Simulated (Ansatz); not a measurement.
Question: Name a neutral molecule of C, F, Ge and H with size of the dipole moment (B3LYP/def2-TZVPP) between 1.15 and 1.45 D and HOMO–LUMO gap (PBE0/def2-TZVPP) between 8.85 and 9.15 eV (Ansatz, PBE0-D4/def2-TZVP geometry).

Answer: `F[C@H]1C[C@@H]1[GeH3]` (1.24 D, 8.93 eV). Other molecules can fit too; these were computed, each in one conformer that needn't be the lowest.

B3LYP here is the variant with VWN-RPA as its local correlation; programs differ in this.
